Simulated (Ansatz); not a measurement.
Task: Name a neutral molecule of Si, Sn and H with vertical ionisation energy (CCSD(T)/def2-TZVPP) between 9.20 and 9.50 eV and size of the dipole moment (ωB97M-V/def2-TZVPP) between 0.00 and 0.30 D (Ansatz, PBE0-D4/def2-TZVP geometry).

Result: `[SiH3][Sn]([SiH3])([SiH3])[SiH3]` (9.30 eV, 0.00 D). Other molecules can fit too; these were computed, each in one conformer that needn't be the lowest.
